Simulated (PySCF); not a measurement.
Isomers of C4H7FO4, one GFN2-xTB conformer each. Single-point energies are computed at PBE0/pcSseg-1 (PySCF, gas phase, no added dispersion term), electronic only.

Question: Rank them by PBE0/pcSseg-1 energy, lowest first (kcal/mol).
A. `[CH3:1][O:2][C:3](=[O:4])[O:5][C@H:6]([F:7])[O:8][CH3:9]` with C1–O2–C3–O4 -2°, O2–C3–O5–C6 -178°, C3–O5–C6–F7 -150°, O5–C6–O8–C9 -170°
B. `[CH3:1][O:2][C:3](=[O:4])[O:5][CH2:6][O:7][CH2:8][F:9]` with C1–O2–C3–O4 1°, O2–C3–O5–C6 -174°, C3–O5–C6–O7 94°, O5–C6–O7–C8 70°, C6–O7–C8–F9 71°

Answer: A (0.0), B (2.3).

Neighbours under 2.5 kcal/mol apart (COC(=O)O[C@H](F)OC and COC(=O)OCOCF) can change places with a better method, another conformer or zero-point energy. GFN2-xTB itself gives, in the same order: 0.0, 0.7. Both levels put the same isomer lowest.

Q: Which frontier levels, dipoles and rotational constants go with these structures?

A: 
```json
{"SMILES": "COC(=O)O[C@H](F)OC", "HOMO (eV, PBE0/pcSseg-1)": "-8.65", "LUMO (eV)": "0.89", "dipole (D)": "1.91", "A, B, C (MHz)": "3874, 849.2, 761.7"}
{"SMILES": "COC(=O)OCOCF", "HOMO (eV, PBE0/pcSseg-1)": "-8.82", "LUMO (eV)": "0.95", "dipole (D)": "2.35", "A, B, C (MHz)": "4804, 694.1, 655.6"}
```
